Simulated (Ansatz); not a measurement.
**Ligand exchange: GaH(CH3)(NH2) + CH5NO → Ga(CH3)(NH2)2 + CH4O**

Species: GaH(CH3)(NH2), singlet; CH5NO `CON`, singlet; Ga(CH3)(NH2)2, singlet; CH4O (methanol) `CO`, singlet. The partners trade H for NH2: Ga–H and O–NH2 bonds give way to Ga–NH2 and O–H.

Shapes, held fixed at every level: PBE0-D4/def2-TZVP. Flexible molecules stand in one conformer, not always the lowest. Programs: Ansatz 0.2.0. Electronic energies: no zero-point or thermal term.

(1) Estimate ΔE of this reaction.

Answers

(1) The highest level, CCSD(T)/def2-TZVPP, gives ΔE = -252.0 kJ/mol; the levels span -255.1 to -229.3. The column of differences is taken from that level and isn't an error. No measured value is set beside it here. Relativity is left out for Ga. Outer-core shells of Ga are correlated, in sets that cover them unevenly. Times are processor times on shared x86 and Arm servers, and rough.

```
                level                    kind  ΔE (kJ/mol)  less CCSD(T)/def2-TZVPP  CPU time (sum over the molecules)
        HF/def2-TZVPP            Hartree–Fock       -255.1                     -3.1                                  –
  BHLYP-D4/def2-TZVPP           global hybrid       -252.0                      0.0                               22 s
r2SCAN0-D4/def2-TZVPP           global hybrid       -251.4                     +0.6                               34 s
   wB97M-V/def2-TZVPP  range-separated hybrid       -243.4                     +8.6                               76 s
   wB97X-V/def2-TZVPP  range-separated hybrid       -239.5                    +12.5                               55 s
         MP2/def2-SVP     perturbation theory       -246.5                     +5.5                                  –
     CCSD(T)/def2-SVP   coupled cluster or CI       -229.3                    +22.7                               30 s
   CCSD(T)/def2-TZVPP   coupled cluster or CI       -252.0                      0.0                              8 min
```
